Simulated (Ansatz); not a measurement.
System: LuCl2 (charge 0, doublet). The spin state was set by rule; other spins were not relaxed. 
Geometry from a B3LYP-D3(BJ)/def2-TZVP (Ansatz, a quantum-chemistry and plane-wave program) optimisation:
```xyz
3

Lu     0.2100    -0.0037     0.2621
Cl     1.2269     0.3689    -1.8770
Cl    -2.1042    -0.3534     0.7825
```
Charge 0, spin multiplicity 2.

Parts of the frozen-core correlation energy in def2-SVP (Ansatz, hartree). Frozen orbitals: 30; correlated occupied orbitals by spin: 9 and 8; virtual: 78 and 79. UHF or UKS for open shells. No spin-orbit coupling. Past Kr the def2 sets carry scalar-relativistic core potentials.

| term | value |
|---|---|
| reference (HF) | -2151.30597 |
| MP2 opposite-spin | -0.21659 |
| MP2 same-spin | -0.08264 |
| CCSD correlation | -0.32365 |
| (T) | -0.00733 |
| T1 diagnostic | 0.014 |
| largest doubles amplitude | 0.019 |
| <S^2> of the reference | 0.752 |
